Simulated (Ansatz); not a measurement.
Molecule: Cl$_{2}$, charge -1, multiplicity 2. SMILES of the parent species: ClCl
Coordinates optimised at B3LYP-D3(BJ)/def2-TZVP (Ansatz, an electronic-structure program):
```xyz
2

Cl     0.0000     0.0000    -1.3553
Cl     0.0000     0.0000     1.3553
```
Charge -1, spin multiplicity 2.

Task: Give the harmonic wavenumbers at B3LYP-D3(BJ)/def2-TZVP (Ansatz, finite differences of forces, unscaled).

Result: 204 cm⁻¹. Zero-point energy 0.3 kcal/mol.

Task: From these and the geometry, give the ideal-gas thermochemistry at 298.15 K and 1 atm (rigid rotor, harmonic oscillator).

Result: Point group D∞h, rotational symmetry number 2. Rotational constants 3.881, 3.881 GHz. S(trans) 38.69, S(rot) 15.27, S(vib) 2.10, S(elec, spin only) 1.38, S 57.4 cal/(mol K). H(298) - H(0) 2.42 kcal/mol; G - E(el) -14.4 kcal/mol.
